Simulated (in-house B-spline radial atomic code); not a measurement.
Ionising neutral barium with different functionals

Computed with a radial B-spline atomic code at the basis-set limit: four-component Dirac-Coulomb Hamiltonian, Fermi nucleus of rms radius 4.8378 fm, spin-restricted, spherical fractional occupations for the functionals. The ionisation energy is the difference of two self-consistent energies, [Xe] 6s2 → [Xe] 6s1, without Breit or QED terms; ε is the level of the shell that loses the electron (mean over j).

Hybrids are left out here: with spherical fractional occupations of an open shell their exact exchange keeps a self-interaction that integer-occupation calculations don't have.

```json
{"method": "LDA VWN5", "rung": "LDA", "ΔSCF (eV)": "5.54", "-ε(6s) (eV)": "3.34"}
{"method": "relativistic LDA", "rung": "LDA", "ΔSCF (eV)": "5.53", "-ε(6s) (eV)": "3.34"}
{"method": "LDA PW92", "rung": "LDA", "ΔSCF (eV)": "5.54", "-ε(6s) (eV)": "3.35"}
{"method": "LDA exchange-only", "rung": "LDA", "ΔSCF (eV)": "4.73", "-ε(6s) (eV)": "2.58"}
{"method": "PBE", "rung": "GGA", "ΔSCF (eV)": "5.36", "-ε(6s) (eV)": "3.23"}
{"method": "PBEsol", "rung": "GGA", "ΔSCF (eV)": "5.38", "-ε(6s) (eV)": "3.25"}
{"method": "BLYP", "rung": "GGA", "ΔSCF (eV)": "5.27", "-ε(6s) (eV)": "3.07"}
{"method": "RPBE", "rung": "GGA", "ΔSCF (eV)": "5.28", "-ε(6s) (eV)": "3.18"}
{"method": "PW91", "rung": "GGA", "ΔSCF (eV)": "5.39", "-ε(6s) (eV)": "3.26"}
{"method": "BP86", "rung": "GGA", "ΔSCF (eV)": "5.52", "-ε(6s) (eV)": "3.35"}
{"method": "AM05", "rung": "GGA", "ΔSCF (eV)": "5.32", "-ε(6s) (eV)": "3.18"}
{"method": "OLYP", "rung": "GGA", "ΔSCF (eV)": "5.02", "-ε(6s) (eV)": "2.93"}
```

(1) How do they compare with the NIST value?

Answers

(1) NIST lists 5.212 eV (measured, ground level to ground level). Errors run from -0.48 to +0.33 eV; BLYP is closest (+0.06 eV), but part of that can be cancellation, since the calculations leave out Breit-QED terms, spin polarisation.
